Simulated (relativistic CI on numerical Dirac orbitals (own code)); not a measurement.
V15+: q coefficients and field-shift factors

These numbers are calculated, not measured: Dirac-Coulomb-Breit CI, orbitals from a KLI potential per configuration, derivatives by finite differences, unscaled Slater integrals, QED left out (own radial code, finite nucleus).

CI space (outside the closed core 1s2): 2s2 2p4, 2s 2p5, 2p6, 2p5 3s, 2p5 3p, 2s2 2p3 3s, 2p5 3d, 2s2 2p3 3p. Levels of other configurations are missing.

With x = (α/α₀)² − 1 an excitation energy changes as ω = ω₀ + qx; K = 2q/ω₀ is the relative enhancement. Terms are leading LS components, so labels can repeat. The field-shift factor is F = δν/δ⟨r²⟩ for the transition from the lowest level.

Lowest level 2s2 2p4 3P_2.

| Level | ω₀ (cm⁻¹) | q (cm⁻¹) | K | F (GHz/fm²) |
| --- | --- | --- | --- | --- |
| 2s2 2p4 3P_1 | 48609 | 54330 | 2.24 | -0.0473 |
| 2s2 2p4 3P_0 | 49363 | 35530 | 1.44 | -0.173 |
| 2s2 2p4 1D_2 | 123009 | 44860 | 0.729 | 0.00647 |
| 2s2 2p4 1S_0 | 233888 | 75910 | 0.649 | -1.62 |
| 2s 2p5 3P°_2 | 771360 | 70070 | 0.182 | -49.8 |
| 2s 2p5 3P°_1 | 808473 | 104400 | 0.258 | -49.9 |
| 2s 2p5 3P°_0 | 832249 | 131900 | 0.317 | -49.9 |
| 2s 2p5 1P°_1 | 1064912 | 99300 | 0.186 | -51.7 |
| 2p6 1S_0 | 1813285 | 147900 | 0.163 | -98.8 |
| 2s2 2p3 3s 5S°_2 | 4839681 | 10950 | 0.00452 | 18 |
| 2s2 2p3 3s 3S°_1 | 4886526 | 6847 | 0.0028 | 17.9 |
| 2s2 2p3 3s 3D°_1 | 4978212 | 4065 | 0.00163 | 18 |
| 2s2 2p3 3s 3D°_2 | 4978741 | 1115 | 0.000448 | 17.9 |

At this charge energies of transitions that change n are usually good to better than 1 %, and those within a shell (Δn = 0) to a few per cent.
